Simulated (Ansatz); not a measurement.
`[SH][In]([Br])[Br]` + H₂S → `[SH][In]([SH])[Br]` + HBr at 700 K and 1 bar (ligand exchange at the In–Br bond).

Isolated molecules relaxed with PBE0-D4/def2-TZVP in Ansatz; ΔE leaves out vibrations. CCSD(T)/CBS adds triple-zeta CCSD(T) − MP2 to the extrapolated MP2 energy (def2 sets, frozen cores). This one scheme is used for every species. def2 core potentials past Kr. For Br, In outer-core shells are correlated without core-valence functions, which leaves a few kJ/mol of doubt a bond. Scalar relativity is left out up to krypton. One conformer a species, not always the lowest.

```csv
species,CCSD(T)/CBS energy (Eh),H − E (kJ/mol),S (J/(mol·K))
`[SH][In]([Br])[Br]`,-5734.97677,87.8,469.6
H₂S,-398.97279,64.8,236.9
`[SH][In]([SH])[Br]`,-3560.01440,116.9,481.0
HBr,-2573.91920,36.5,223.7
```

H − E and S are ideal-gas, rigid-rotor, harmonic terms from PBE0-D4/def2-TZVP, for one conformer and one mirror image of each species. 1 Eh = 2625.50 kJ/mol, R = 8.31446 J/(mol·K).

**Question.** By hand: ΔE, ΔH, ΔS and ΔG.

**Answer.** ΔE = (-3560.01440) + (-2573.91920) − (-5734.97677) − (-398.97279) = 0.01596 Eh = 41.9 kJ/mol. Δ(H − E) = 116.9 + 36.5 − 87.8 − 64.8 = 0.8, so ΔH = 42.7 kJ/mol. ΔS = 481.0 + 223.7 − 469.6 − 236.9 = -1.8 J/(mol·K). ΔG = 42.7 − 700 × (-1.8)/1000 = 44.0 kJ/mol.

**Question.** By hand: the equilibrium constant, and the temperature at which ΔG would vanish if ΔH and ΔS stayed fixed.

**Answer.** log₁₀ K = −ΔG/(RT ln 10) = -3.3. ΔH and −TΔS have one sign here, so there is no such temperature.

The number of gas molecules stays the same, so ΔS is small and ΔH decides. A doubt of 5 kJ/mol in ΔE shifts log₁₀ K by 0.4 here. Other conformers and mirror images would add mixing entropy, several J/(mol·K) or more a flexible species. These are equilibria of isolated gas molecules and say nothing of rates. Largest T1 diagnostic: 0.012 (customary marks: 0.02 for closed shells, 0.045 for open ones).

ΔS is within the doubt of such terms, so its sign, and with it that verdict, could turn.
